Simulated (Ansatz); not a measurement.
Another site gives an ion 0.76 eV lower (`[H]/[O+]=C\O`) at the level frozen-core CCSD(T)/cc-pVTZ // PBE0-D4/def2-TZVP (Ansatz, a program for electronic structure).

Cartesian coordinates (Å):
SMILES: O=C[OH2+]
```xyz
6

O      0.9824     1.2650    -0.4491
C      0.8022     0.2358     0.0053
O     -0.7103    -0.3208    -0.0905
H      1.3597    -0.5692     0.4866
H     -1.3747     0.3422    -0.3575
H     -1.0573    -0.9591     0.5589
```
Charge +1, spin multiplicity 1.

Level of theory: frozen-core CCSD(T)/cc-pVTZ // PBE0-D4/def2-TZVP (Ansatz).

The HF energy is -189.10167 Ha and the MP2 correlation energy comes out as -0.63123 Ha.

Question: Estimate the CCSD correlation energy, the (T) correction, the total energy and the T1 diagnostic.

Answer: 
- CCSD correlation energy = -0.63713 Ha
- (T) correction = -0.02633 Ha
- CCSD(T) total energy = -189.76513 Ha
- T1 diagnostic = 0.016
